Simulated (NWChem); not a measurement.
System: GaCl3; SMILES [Cl][Ga]([Cl])[Cl]

Parts of the log:

```
             Northwest Computational Chemistry Package (NWChem) 7.3.0
             --------------------------------------------------------

                             Geometry "geometry" -> ""
                             -------------------------

 Output coordinates in angstroms (scale by  1.889725989 to convert to a.u.)

  No.       Tag          Charge          X              Y              Z
 ---- ---------------- ---------- -------------- -------------- --------------
    1 Ga                  31.0000     0.00000000     0.00000000     0.00000000
    2 Cl                  17.0000    -2.04024900     0.58207100     0.00000000
    3 Cl                  17.0000     1.52421300     1.47587200     0.00000000
    4 Cl                  17.0000     0.51603600    -2.05794300     0.00000000

 Effective nuclear repulsion energy (a.u.)     519.1773667231

  pbe96 is a nonlocal functional; adding pw91lda local functional.

                                 NWChem DFT Module
                                 -----------------

 Summary of "ao basis" -> "ao basis" (spherical)
 ------------------------------------------------------------------------------
       Tag                 Description            Shells   Functions and Types
 ---------------- ------------------------------  ------  ---------------------
 Ga                         def2-svp                12       32   5s4p3d
 Cl                         def2-svp                 8       18   4s3p1d

            General Information
            -------------------
          SCF calculation type: DFT
          Wavefunction type:  closed shell.
          No. of atoms     :     4
          No. of electrons :    82
           Alpha electrons :    41
            Beta electrons :    41
          Charge           :     0
          Spin multiplicity:     1
          Use of symmetry is: off; symmetry adaption is: off
          Maximum number of iterations: 150
          AO basis - number of functions:    86
                     number of shells:    36
          Convergence on energy requested:  1.00D-06
          Convergence on density requested:  1.00D-05
          Convergence on gradient requested:  5.00D-04

              XC Information
              --------------
          PerdewBurkeErnzerhof Exchange Functional  1.000
            Perdew 1991 LDA Correlation Functional  1.000 local
           PerdewBurkeErnz. Correlation Functional  1.000 non-local

             Grid Information
             ----------------
          Grid used for XC integration:  medium
          Radial quadrature: Mura-Knowles
          Angular quadrature: Lebedev.
          Tag              B.-S. Rad. Rad. Pts. Rad. Cut. Ang. Pts.
          ---              ---------- --------- --------- ---------
          Ga                  1.30      112           7.0       590
          Cl                  1.00       88          10.0       590
          Grid pruning is: on
          Number of quadrature shells:   376
          Spatial weights used:  Erf1

      Superposition of Atomic Density Guess
      -------------------------------------

 Sum of atomic energies:       -3300.94641866

      Non-variational initial energy
      ------------------------------

 Total energy =   -3301.542496
 1-e energy   =   -5626.281887
 2-e energy   =    1805.562024
 HOMO         =      -0.434034
 LUMO         =      -0.028062

   convergence    iter        energy       DeltaE   RMS-Dens  Diis-err
 ---------------- ----- ----------------- --------- --------- ---------
 d= 0,ls=0.0,diis     1  -3303.9927991345 -3.82D+03  2.29D-02  7.27D-01
 d= 0,ls=0.0,diis     2  -3303.8843772192  1.08D-01  1.59D-02  1.22D+00
 d= 0,ls=0.0,diis     3  -3304.0664815482 -1.82D-01  2.76D-03  1.56D-01
 d= 0,ls=0.0,diis     4  -3304.0799041497 -1.34D-02  6.62D-04  1.99D-02
 d= 0,ls=0.0,diis     5  -3304.0811933968 -1.29D-03  1.59D-04  1.55D-04
  Resetting Diis
 d= 0,ls=0.0,diis     6  -3304.0812050930 -1.17D-05  3.68D-05  1.10D-05
 d= 0,ls=0.0,diis     7  -3304.0812065532 -1.46D-06  2.12D-05  5.53D-07
 d= 0,ls=0.0,diis     8  -3304.0812064510  1.02D-07  1.30D-05  1.44D-06
 d= 0,ls=0.0,diis     9  -3304.0812066369 -1.86D-07  1.55D-06  5.30D-08

         Total DFT energy =    -3304.081206636873
      One electron energy =    -5623.842333881308
           Coulomb energy =     1959.577118421236
    Exchange-Corr. energy =     -158.993357899904
 Nuclear repulsion energy =      519.177366723104

 Numeric. integr. density =       82.000000165806

                       DFT Final Molecular Orbital Analysis
                       ------------------------------------

 Vector   39  Occ=2.000000D+00  E=-2.990234D-01
              MO Center=  8.4D-01, -5.9D-01,  2.0D-08, r^2= 4.4D+00
   Bfn.  Coefficient  Atom+Function         Bfn.  Coefficient  Atom+Function
  ----- ------------  ---------------      ----- ------------  ---------------
    81      0.491657  4 Cl pz                63     -0.403722  3 Cl pz
    78      0.368525  4 Cl pz                60     -0.302613  3 Cl pz
    75      0.214751  4 Cl pz                57     -0.176342  3 Cl pz
    45     -0.087936  2 Cl pz                19      0.071425  1 Ga d -1
    42     -0.065913  2 Cl pz                29     -0.053422  1 Ga d -1

 Vector   40  Occ=2.000000D+00  E=-2.990233D-01
              MO Center= -8.4D-01,  5.9D-01, -2.3D-10, r^2= 4.4D+00
   Bfn.  Coefficient  Atom+Function         Bfn.  Coefficient  Atom+Function
  ----- ------------  ---------------      ----- ------------  ---------------
    45      0.516948  2 Cl pz                42      0.387482  2 Cl pz
    63     -0.334628  3 Cl pz                60     -0.250822  3 Cl pz
    39      0.225798  2 Cl pz                81     -0.182318  4 Cl pz
    57     -0.146162  3 Cl pz                78     -0.136658  4 Cl pz
    75     -0.079635  4 Cl pz                21     -0.071425  1 Ga d  1

 Vector   41  Occ=2.000000D+00  E=-2.872613D-01
              MO Center= -2.0D-05,  9.0D-06,  1.3D-09, r^2= 5.6D+00
   Bfn.  Coefficient  Atom+Function         Bfn.  Coefficient  Atom+Function
  ----- ------------  ---------------      ----- ------------  ---------------
    79     -0.370375  4 Cl px                44      0.367196  2 Cl py
    76     -0.277071  4 Cl px                41      0.274693  2 Cl py
    62     -0.274317  3 Cl py                61      0.265619  3 Cl px
    59     -0.205212  3 Cl py                58      0.198705  3 Cl px
    73     -0.160771  4 Cl px                38      0.159391  2 Cl py

 Vector   42  Occ=0.000000D+00  E=-1.030815D-01
              MO Center= -7.8D-07, -1.9D-06,  2.1D-07, r^2= 4.1D+00
   Bfn.  Coefficient  Atom+Function         Bfn.  Coefficient  Atom+Function
  ----- ------------  ---------------      ----- ------------  ---------------
     4      0.860282  1 Ga s                  5      0.516556  1 Ga s
     3     -0.392586  1 Ga s                 80     -0.391627  4 Cl py
    43     -0.388260  2 Cl px                61      0.290057  3 Cl px
    62      0.280858  3 Cl py                77     -0.218292  4 Cl py
    40     -0.216415  2 Cl px                36     -0.204948  2 Cl s

 Vector   43  Occ=0.000000D+00  E=-7.802514D-02
              MO Center= -8.1D-08, -2.8D-07, -9.2D-09, r^2= 3.7D+00
   Bfn.  Coefficient  Atom+Function         Bfn.  Coefficient  Atom+Function
  ----- ------------  ---------------      ----- ------------  ---------------
    17      0.593607  1 Ga pz                14      0.573678  1 Ga pz
    45     -0.260642  2 Cl pz                63     -0.260641  3 Cl pz
    81     -0.260642  4 Cl pz                11     -0.249039  1 Ga pz
    42     -0.156155  2 Cl pz                60     -0.156155  3 Cl pz
    78     -0.156155  4 Cl pz                39     -0.087632  2 Cl pz

 Vector   44  Occ=0.000000D+00  E= 4.679524D-02
              MO Center= -2.8D-01, -2.0D-01, -1.0D-08, r^2= 5.0D+00
   Bfn.  Coefficient  Atom+Function         Bfn.  Coefficient  Atom+Function
  ----- ------------  ---------------      ----- ------------  ---------------
    16      0.885634  1 Ga py                15      0.788911  1 Ga px
    54     -0.529068  3 Cl s                 44     -0.331386  2 Cl py
    79     -0.315845  4 Cl px                13      0.308801  1 Ga py
    72      0.298422  4 Cl s                 12      0.275079  1 Ga px
    61      0.260748  3 Cl px                36      0.230665  2 Cl s

     Multipole analysis of the density
     ---------------------------------

     L   x y z        total         alpha         beta         nuclear
     -   - - -        -----         -----         ----         -------
     0   0 0 0     -0.000000    -41.000000    -41.000000     82.000000

     1   1 0 0      0.000002      0.000001      0.000001     -0.000000
     1   0 1 0     -0.000002     -0.000001     -0.000001      0.000000
     1   0 0 1     -0.000000     -0.000000     -0.000000      0.000000

     2   2 0 0    -41.085642   -225.497424   -225.497424    409.909205
     2   1 1 0     -0.000003     -0.000027     -0.000027      0.000051
     2   1 0 1     -0.000000     -0.000000     -0.000000      0.000000
     2   0 2 0    -41.085639   -225.497416   -225.497416    409.909193
     2   0 1 1     -0.000000     -0.000000     -0.000000      0.000000
     2   0 0 2    -37.604489    -18.802244    -18.802244      0.000000

                                 NWChem DFT Module
                                 -----------------

            General Information
            -------------------
          SCF calculation type: DFT
          Wavefunction type:  spin polarized.
          No. of atoms     :     4
          No. of electrons :    81
           Alpha electrons :    41
            Beta electrons :    40
          Charge           :     1
          Spin multiplicity:     2
          Use of symmetry is: off; symmetry adaption is: off
          Maximum number of iterations: 150
          AO basis - number of functions:    86
                     number of shells:    36
          Convergence on energy requested:  1.00D-06
          Convergence on density requested:  1.00D-05
          Convergence on gradient requested:  5.00D-04

              XC Information
              --------------
          PerdewBurkeErnzerhof Exchange Functional  1.000
            Perdew 1991 LDA Correlation Functional  1.000 local
           PerdewBurkeErnz. Correlation Functional  1.000 non-local

             Grid Information
             ----------------
          Grid used for XC integration:  medium
          Radial quadrature: Mura-Knowles
          Angular quadrature: Lebedev.
          Tag              B.-S. Rad. Rad. Pts. Rad. Cut. Ang. Pts.
          ---              ---------- --------- --------- ---------
          Ga                  1.30      112           7.0       590
          Cl                  1.00       88          10.0       590
          Grid pruning is: on
          Number of quadrature shells:   376
          Spatial weights used:  Erf1

      Superposition of Atomic Density Guess
      -------------------------------------

 Sum of atomic energies:       -3300.94641866

 Renormalizing density from      82.00 to     81

      Non-variational initial energy
      ------------------------------

 Total energy =   -3276.698874
 1-e energy   =   -5557.668694
 2-e energy   =    1761.792453
 HOMO         =      -0.703247
 LUMO         =      -0.334814

   convergence    iter        energy       DeltaE   RMS-Dens  Diis-err
 ---------------- ----- ----------------- --------- --------- ---------
 d= 0,ls=0.0,diis     1  -3303.5164464193 -3.82D+03  7.14D-03  8.16D-01
                                                     7.31D-03  8.26D-01
 d= 0,ls=0.5,diis     2  -3303.4068362598  1.10D-01  2.91D-03  1.47D+00
                                                     2.90D-03  1.46D+00
 d= 0,ls=0.5,diis     3  -3303.6684805244 -2.62D-01  1.43D-03  3.42D-02
                                                     1.39D-03  3.29D-02
 d= 0,ls=0.5,diis     4  -3303.6824936132 -1.40D-02  2.89D-04  1.94D-03
                                                     2.87D-04  1.90D-03
 d= 0,ls=0.5,diis     5  -3303.6833730190 -8.79D-04  1.26D-04  1.18D-04
                                                     1.28D-04  1.15D-04
  Resetting Diis
 d= 0,ls=0.5,diis     6  -3303.6834885021 -1.15D-04  5.36D-05  1.88D-05
                                                     5.26D-05  1.72D-05
 d= 0,ls=0.5,diis     7  -3303.6835163884 -2.79D-05  3.10D-05  6.69D-06
                                                     3.01D-05  6.18D-06
 d= 0,ls=0.5,diis     8  -3303.6835261006 -9.71D-06  1.84D-05  3.28D-06
                                                     1.80D-05  3.21D-06
 d= 0,ls=0.5,diis     9  -3303.6835296903 -3.59D-06  1.39D-05  8.09D-07
                                                     1.49D-05  7.99D-07
 d= 0,ls=0.5,diis    10  -3303.6835308206 -1.13D-06  6.37D-06  4.24D-07
                                                     6.40D-06  3.71D-07
 d= 0,ls=0.5,diis    11  -3303.6835313591 -5.39D-07  4.03D-06  1.86D-07
                                                     3.92D-06  1.64D-07

         Total DFT energy =    -3303.683531596429
      One electron energy =    -5604.698778318642
           Coulomb energy =     1940.463381238957
    Exchange-Corr. energy =     -158.625501239847
 Nuclear repulsion energy =      519.177366723104

 Numeric. integr. density =       81.000000173934

                    DFT Final Alpha Molecular Orbital Analysis
                    ------------------------------------------

 Vector   39  Occ=1.000000D+00  E=-5.324541D-01
              MO Center=  2.7D-06, -5.5D-06,  1.3D-09, r^2= 5.5D+00
   Bfn.  Coefficient  Atom+Function         Bfn.  Coefficient  Atom+Function
  ----- ------------  ---------------      ----- ------------  ---------------
    79     -0.357089  4 Cl px                44      0.354017  2 Cl py
    76     -0.291945  4 Cl px                41      0.289434  2 Cl py
    62     -0.264477  3 Cl py                61      0.256088  3 Cl px
    59     -0.216228  3 Cl py                58      0.209370  3 Cl px
    73     -0.165401  4 Cl px                38      0.163978  2 Cl py

 Vector   40  Occ=1.000000D+00  E=-5.230794D-01
              MO Center= -1.0D+00, -8.4D-02, -4.4D-08, r^2= 4.3D+00
   Bfn.  Coefficient  Atom+Function         Bfn.  Coefficient  Atom+Function
  ----- ------------  ---------------      ----- ------------  ---------------
    45      0.500187  2 Cl pz                42      0.404832  2 Cl pz
    81     -0.328736  4 Cl pz                78     -0.266066  4 Cl pz
    39      0.230838  2 Cl pz                63     -0.171452  3 Cl pz
    75     -0.151713  4 Cl pz                60     -0.138766  3 Cl pz
    57     -0.079126  3 Cl pz                21     -0.063982  1 Ga d  1

 Vector   41  Occ=1.000000D+00  E=-5.230793D-01
              MO Center=  1.0D+00,  8.4D-02, -4.1D-09, r^2= 4.3D+00
   Bfn.  Coefficient  Atom+Function         Bfn.  Coefficient  Atom+Function
  ----- ------------  ---------------      ----- ------------  ---------------
    63      0.478579  3 Cl pz                60      0.387343  3 Cl pz
    81     -0.387770  4 Cl pz                78     -0.313846  4 Cl pz
    57      0.220866  3 Cl pz                75     -0.178957  4 Cl pz
    45     -0.090808  2 Cl pz                42     -0.073496  2 Cl pz
    19     -0.063982  1 Ga d -1              29      0.048453  1 Ga d -1

[...]
```

Level: PBE/def2-SVP, vertical spin-unrestricted ions. The geometry was optimised at PBE0/def2-SVP.

### Question
Reconstruct the input file.

### Answer
This is not unique; one that fits is the input that was run:
```
start job
memory heap 200 mb stack 900 mb global 1100 mb
geometry units angstroms noautosym nocenter noautoz
  Ga     0.000000     0.000000     0.000000
  Cl    -2.040249     0.582071     0.000000
  Cl     1.524213     1.475872     0.000000
  Cl     0.516036    -2.057943     0.000000
end
basis spherical
  * library def2-svp
end
dft
  xc xpbe96 cpbe96
  iterations 150
  vectors input atomic output neutral.movecs
end
task dft energy
charge 1
dft
  odft
  mult 2
  vectors input atomic output cation.movecs
end
task dft energy
```
